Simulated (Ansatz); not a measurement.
The cluster Mo₃O₉⁻, relaxed as a doublet with UKS PBE-D4/def2-SVP in Ansatz, starting from the GFN1-xTB geometry. Force threshold 0.03 eV/Å.

In the def2 sets Mo takes a core potential; there is no spin–orbit coupling. The structure holds one bond between oxygen atoms, so isomers without such links may lie far lower. The structure comes from a short search, and lower isomers may exist.

Start:

```xyz
12

Mo   -1.375    0.224    1.394
Mo    1.414   -0.073    1.373
Mo   -0.004    0.105   -1.808
O    -0.858   -1.061   -2.900
O     1.716   -1.573    2.029
O     0.165    1.607   -2.499
O     1.188   -0.053   -0.412
O     0.547   -1.228   -2.901
O    -1.972   -1.193    2.036
O     2.063    1.319    2.016
O    -1.705    1.712    2.063
O    -1.179    0.215   -0.393
```

| step | energy (eV) | largest force component (eV/Å) | SCF passes |
| --- | --- | --- | --- |
| 1 | -23973.6089 | 3.826 | 43 |
| 2 | -23974.9019 | 1.206 | 36 |
| 3 | -23974.9784 | 0.727 | 32 |
| 4 | -23974.9795 | 0.587 | 34 |
| 5 | -23975.0124 | 0.242 | 34 |
| 6 | -23975.0189 | 0.293 | 36 |
| 7 | -23975.0277 | 0.058 | 31 |
| 8 | -23975.0281 | 0.017 | 26 |

Force components are those of the run's own axes.

End:

Cartesian coordinates in Å:
```
Mo -1.384 0.267 1.386
Mo 1.430 -0.033 1.364
Mo 0.006 0.197 -1.906
O -0.904 -1.273 -2.752
O 1.724 -1.635 1.900
O 0.148 1.577 -2.879
O 1.334 0.258 -0.476
O 0.564 -1.433 -2.765
O -2.006 -1.238 1.923
O 2.204 1.169 2.311
O -1.865 1.602 2.348
O -1.252 0.542 -0.454
```

By distances, no bond broke or formed. The bond that changes most is Mo3–O8, from 1.81 to 1.93 Å (atoms count from 1).

No frequencies were taken in this run, so the end may be a saddle point.

Run time 60 s (4 threads of Arm Neoverse V2 on a shared host).
